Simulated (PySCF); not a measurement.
These are PBE-D3(BJ)/def2-TZVP // r2SCAN-D4/def2-SVP (PySCF) values and carry that method's errors. All species are isolated molecules in the gas phase. One relaxed conformer stands for a flexible species; it need not be the lowest. 

Reference species: [Ti(Cl)3(NH2)] (neutral, multiplicity 1).

```
Item                                                             Value
------------------------------------------------------------  --------
mean distance from the central atom to its bonded neighbours   2.101 Å
coordination number                                                  4
LUMO                                                          -4.11 eV
```

Changed species: [Ti(Cl)(NH2)3] (3 of 4 Cl replaced by NH2; the reference has 1 of 4 Cl replaced by NH2).

Question: What does the change do to the mean distance from the central atom to its bonded neighbours, coordination number and LUMO?

Answer: the mean distance from the central atom to its bonded neighbours decreases by 0.138 Å, to 1.963 Å; the coordination number hardly moves; the LUMO goes up by 1.83 eV, to -2.28 eV.
